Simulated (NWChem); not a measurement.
Program: NWChem. System: hexane (C$_{6}$H$_{14}$), charge 0, spin multiplicity 1, at a geometry optimised with PBE0/def2-SVP. Level: G0W0@PBE0/def2-SVP, RI basis def2-svp-rifit.

Output (cleaned and shortened):

```
             Northwest Computational Chemistry Package (NWChem) 7.3.0
             --------------------------------------------------------

                                NWChem Input Module
                                -------------------

 Scaling coordinates for geometry "geometry" by  1.889725989
 (inverse scale =  0.529177249)

                             Geometry "geometry" -> ""
                             -------------------------

 Output coordinates in angstroms (scale by  1.889725989 to convert to a.u.)

  No.       Tag          Charge          X              Y              Z
 ---- ---------------- ---------- -------------- -------------- --------------
    1 C                    6.0000     2.86577300     0.88897200    -0.34309900
    2 C                    6.0000     1.84542700     0.04652500     0.40682300
    3 C                    6.0000     0.46140000     0.05420100    -0.23068300
    4 C                    6.0000    -0.56274600    -0.78570800     0.52352100
    5 C                    6.0000    -1.94581400    -0.84879900    -0.12111500
    6 C                    6.0000    -2.68533500     0.48102900    -0.17380800
    7 H                    1.0000     2.99526900     0.53379600    -1.37840200
    8 H                    1.0000     2.55265200     1.94439100    -0.39622400
    9 H                    1.0000     3.85318400     0.86055200     0.14269700
   10 H                    1.0000     2.20607000    -0.99530300     0.47795900
   11 H                    1.0000     1.76493900     0.40371200     1.44913100
   12 H                    1.0000     0.11008100     1.09851100    -0.30809800
   13 H                    1.0000     0.53724800    -0.31269900    -1.27141700
   14 H                    1.0000    -0.65975800    -0.39975400     1.55543400
   15 H                    1.0000    -0.17066300    -1.81305100     0.62644400
   16 H                    1.0000    -1.84946900    -1.25708400    -1.14338500
   17 H                    1.0000    -2.55956400    -1.57882600     0.43369600
   18 H                    1.0000    -2.80005100     0.91364100     0.83378100
   19 H                    1.0000    -3.69381600     0.36101400    -0.59869300
   20 H                    1.0000    -2.15834600     1.22378600    -0.79275100

 Effective nuclear repulsion energy (a.u.)     247.1659974908

            Nuclear Dipole moment (a.u.)
            ----------------------------
        X                 Y               Z
[...]
   Bfn.  Coefficient  Atom+Function         Bfn.  Coefficient  Atom+Function
  ----- ------------  ---------------      ----- ------------  ---------------
    73      1.460532   6 C  s               126      0.946276  15 H  s
   111     -0.815730  12 H  s               101      0.780161  10 H  s
   151     -0.776028  20 H  s                59     -0.759092   5 C  s
    45     -0.713262   4 C  s               141     -0.606428  18 H  s
    17     -0.522265   2 C  s                31      0.509049   3 C  s

 center of mass
 --------------
 x =  -0.00278192 y =  -0.02139662 z =   0.00805285

 moments of inertia (a.u.)
 ------------------
         235.011259131260        -179.792052178700          -2.104316247458
        -179.792052178700        1334.112628448163          39.101819918840
          -2.104316247458          39.101819918840        1425.821781220300

     Multipole analysis of the density
     ---------------------------------

     L   x y z        total         alpha         beta         nuclear
     -   - - -        -----         -----         ----         -------
     0   0 0 0     -0.000000    -25.000000    -25.000000     50.000000

     1   1 0 0     -0.006611     -0.003311     -0.003311      0.000011
     1   0 1 0     -0.016345     -0.008178     -0.008178      0.000011
     1   0 0 1      0.004925      0.002457      0.002457      0.000011

     2   2 0 0    -31.187650   -397.816984   -397.816984    764.446318
     2   1 1 0     -0.039049    -52.722868    -52.722868    105.406687
     2   1 0 1      0.009545     -0.311880     -0.311880      0.633305
     2   0 2 0    -30.984724    -71.619227    -71.619227    112.253730
     2   0 1 1      0.217870     12.230497     12.230497    -24.243123
     2   0 0 2    -30.910022    -44.092873    -44.092873     57.275724

 Task  times  cpu:       36.8s     wall:       36.8s

                                NWChem Input Module
                                -------------------

                                 NWChem GW Module
                                 ----------------

                             ***********************
                             ***        GW       ***
                             ***********************

 Summary of "ri basis" -> "ri basis" (spherical)
 ------------------------------------------------------------------------------
       Tag                 Description            Shells   Functions and Types
 ---------------- ------------------------------  ------  ---------------------
 C                       def2-svp-rifit             16       48   6s5p4d1f
 H                       def2-svp-rifit              6       14   3s2p1d

                 Memory Information
                 ------------------
          Available GA per process is          1699.8 MBs
          Available stack per process is        700.0 MBs
          Available heap per process is           0.0 MBs

          Peak memory in Initialization
              Peak GA per process is                 17.3 MBs
              Peak stack per process is               0.3 MBs
              Peak heap per process is               17.7 MBs
              Memory not in MA per process            0.0 MBs

          Peak memory in CDGW Calculation
              Peak GA per process is                 21.1 MBs
              Peak stack per process is               3.6 MBs
              Peak heap per process is                3.6 MBs
              Memory not in MA per process            0.0 MBs

          Computing 2-center integrals
          Computing Inverse Cholesky factor
          Computing 3-center integrals
          Computing Vxc

          Computing Sigma_x
          Computing W(iw) on the imaginary grid
          Solving quasiparticle equations

                  Alpha Orbitals
          State     Energy (eV)     Error (eV)
          -----------------------------------
@GW        22        -11.531           0.005
@GW        23        -11.063           0.005
@GW        24        -11.096           0.005
@GW        25        -10.812           0.004
@GW        26          3.855           0.005
@GW        27          4.295           0.004

     GW Timing Statistics
   ------------------------
   Init.   :          0.1s
     ERIs  :          3.8s
     Distr.:          0.0s
     Vxc   :          6.6s
   Vmo     :          0.0s
   iW      :          6.1s
   I_n     :          0.0s
   R_n     :          1.0s
   GW total:         17.6s

 Task  times  cpu:       17.6s     wall:       17.6s

 Total times  cpu:       54.4s     wall:       54.4s
```

### Question
Write an NWChem input that would produce this output.

### Answer
This is not unique; one that fits is 
```
start mol
memory heap 200 mb stack 700 mb global 1700 mb
geometry units angstroms nocenter noautoz noautosym
  C      2.865773     0.888972    -0.343099
  C      1.845427     0.046525     0.406823
  C      0.461400     0.054201    -0.230683
  C     -0.562746    -0.785708     0.523521
  C     -1.945814    -0.848799    -0.121115
  C     -2.685335     0.481029    -0.173808
  H      2.995269     0.533796    -1.378402
  H      2.552652     1.944391    -0.396224
  H      3.853184     0.860552     0.142697
  H      2.206070    -0.995303     0.477959
  H      1.764939     0.403712     1.449131
  H      0.110081     1.098511    -0.308098
  H      0.537248    -0.312699    -1.271417
  H     -0.659758    -0.399754     1.555434
  H     -0.170663    -1.813051     0.626444
  H     -1.849469    -1.257084    -1.143385
  H     -2.559564    -1.578826     0.433696
  H     -2.800051     0.913641     0.833781
  H     -3.693816     0.361014    -0.598693
  H     -2.158346     1.223786    -0.792751
end
basis spherical
  * library def2-svp
end
basis "ri basis" bse spherical
  * library def2-svp-rifit
end
dft
  xc pbe0
  iterations 100
  direct
  tolerances tight
end
task dft energy
gw
  method cdgw
  states alpha occ 4 vir 2
end
task dft gw
```
